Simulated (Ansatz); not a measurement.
Consider the formal exchange of groups at a Te–C bond: `CCC[TeH]` + `N[SiH2][AlH2]` → `N[SiH2][AlH][TeH]` + `CCC`.

Calculated with Ansatz (gas phase, PBE0-D4/def2-TZVP geometries, no zero-point term in ΔE). CBS: MP2 limit from def2 TZ/QZ plus the TZ coupled-cluster correction, frozen cores. DFT in def2-TZVPP. Elements past krypton have def2 core potentials. For Te outer-core shells are correlated without core-valence functions, which leaves a few kJ/mol of doubt a bond. Each species was taken in one conformer, which may not be the lowest.

Task: Is it downhill or uphill in electronic energy at CCSD(T)/CBS, and by how much? (Best estimate.)

Result: Computed: Downhill: ΔE = -163.1 kJ/mol.

Task: What do these levels give: r2SCAN-D4, ωB97M-V, PBE, r2SCAN, CCSD/def2-TZVPP, MP2/CBS(def2)? (An estimate is asked.)

Result: The calculation gave: r2SCAN-D4 -173.8, ωB97M-V -163.4, PBE -171.7, r2SCAN -174.3, CCSD/def2-TZVPP -162.4, MP2/CBS(def2) -165.3 kJ/mol.

Largest T1 diagnostic among the species: 0.012.

The D4 term adds +3.7 kJ/mol with B3LYP and +1.7 kJ/mol with PBE0; it sums over pairs of atoms, weighted by their polarisabilities, and B3LYP, whose exchange is more repulsive, gets the larger term. In def2-TZVPP, CCSD(T) changes the Hartree–Fock value by +9.2 kJ/mol (the triples alone add +0.5 kJ/mol) and MP2 by +7.0 kJ/mol.

B3LYP here is the variant with VWN-RPA as its local correlation; programs differ in this.
